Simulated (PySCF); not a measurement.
Harmonic spectrum computed at PBE0 in the def2-TZVP basis family (core potentials from Rb on, PySCF, no spin–orbit coupling):

```csv
symmetry,ω (cm⁻¹),IR (km/mol)
a',571,97.9
a',814,110
a',1795,151
```

Problem. Which molecule gave it? In each, all ligands are bound to the one heavy central atom.
A. AlHF (doublet)
B. SiHF (singlet)
C. GaHF (doublet)
D. AsHF (doublet)
E. GeHF (singlet)

Solution. A. It has Cs symmetry with Al–F 1.656 Å, Al–H 1.607 Å.
